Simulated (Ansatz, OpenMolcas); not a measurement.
**Worked example: the enthalpy of formation of SiHCl3 (trichlorosilane)**

SiHCl3 has 5 atoms, charge 0, and is taken as a singlet. As SMILES, `Cl[SiH](Cl)Cl`. The shape is that of a PBE0-D4/def2-TZVP optimisation.

```xyz
5

Cl    1.6909   -0.5714    0.8919
Si   -0.0813   -0.0127    0.0754
Cl    0.0177    1.9337   -0.4913
Cl   -0.4760   -1.1705   -1.5442
H    -1.1513   -0.1791    1.0681
```

Total energies at BHLYP/def2-SVPD (OpenMolcas 26.06); the atoms run unrestricted:

| species | state | energy (Eh) |
| --- | --- | --- |
| SiHCl3 | singlet | -1670.340248 |
| Cl | doublet | -460.005840 |
| Si | triplet | -289.280419 |
| H | doublet | -0.497840 |

Harmonic wavenumbers at PBE0-D4/def2-TZVP, in cm⁻¹: 172, 172, 250, 496, 604, 604, 800, 800, 2308.

Measured heats of formation of the gaseous atoms at 298.15 K, in kJ/mol: Cl 121.3, Si 450.0, H 218.0. Spin-orbit lowering of the atoms at 298 K (mean of the ground term's levels less their thermal mean, from spectra), in kJ/mol: Cl 3.44, Si 0.44. Take 1 Eh = 2625.50 kJ/mol, 1 cm⁻¹ = 0.0119627 kJ/mol, RT = 2.479 kJ/mol.

Work out the heat of formation of the gas at 298 K.


1. Electronic atomisation energy: 3 × (-460.005840) + (-289.280419) + (-0.497840) − (-1670.340248) = 0.544469 Eh = 1429.5 kJ/mol.
2. Zero-point energy: half the sum of the wavenumbers, 3103 cm⁻¹ = 37.1 kJ/mol.
3. Thermal vibrational enthalpy, Σ hcν̃/(exp(hcν̃/kT) − 1): 6.3 kJ/mol. Translation, rotation and pV of a non-linear molecule: 4 RT = 9.9 kJ/mol.
4. The 5 free atoms carry 5/2 RT each: 31.0 kJ/mol.
5. Spin-orbit coupling lowers the free atoms by 3 × 3.44 + 0.44 = 10.8 kJ/mol.
6. Atomisation enthalpy at 298 K: 1429.5 − 10.8 − 37.1 − 6.3 − 9.9 + 31.0 = 1396.4 kJ/mol.
7. Sum of the atoms' heats of formation: 1031.9 kJ/mol. Heat of formation: 1031.9 − 1396.4 = -364.5 kJ/mol.

No measured value is set beside it here. Hybrids with much exact exchange underbind. Anharmonicity and any spin-orbit splitting of the molecule are left out.
